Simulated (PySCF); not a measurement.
**Working out the excitation energy of N⁺**

N⁺ [He] 2s2 2p2 (3P) → N⁺ [He] 2s1 2p2 3d1 (high-spin determinant). Computed with PySCF 2.14 in aug-cc-pVTZ (5s4p3d2f, 46 functions), with no relativity, point nucleus. Frozen: 1s2. Energies in hartree (1 hartree = 27.21139 eV):

```json
{"part": "UHF", "N⁺ (lower)": "-53.890445", "N⁺ (upper)": "-52.796348"}
{"part": "MP2 opposite-spin", "N⁺ (lower)": "-0.059049", "N⁺ (upper)": "0.000000"}
{"part": "MP2 same-spin", "N⁺ (lower)": "-0.012971", "N⁺ (upper)": "-0.018663"}
```

Question: What does Hartree-Fock give?

Answer: (-52.796348) − (-53.890445) = 1.094097 hartree = 29.772 eV.

Question: What do MP2 and SCS-MP2 (6/5 opposite-spin, 1/3 same-spin) give?

Answer: The opposite-spin parts differ by 1.607 eV and the same-spin parts by -0.155 eV. MP2: 29.772 + (1.607) + (-0.155) = 31.224 eV. SCS-MP2: 29.772 + 1.2 × (1.607) + (-0.155)/3 = 31.649 eV.

One determinant mixes LS terms, so it does not stand for a single term.

The upper state lies above the first ionisation limit, but in LS coupling its spin forbids autoionisation to the ground ion. A Rydberg-like electron needs more diffuse functions than a valence basis has.
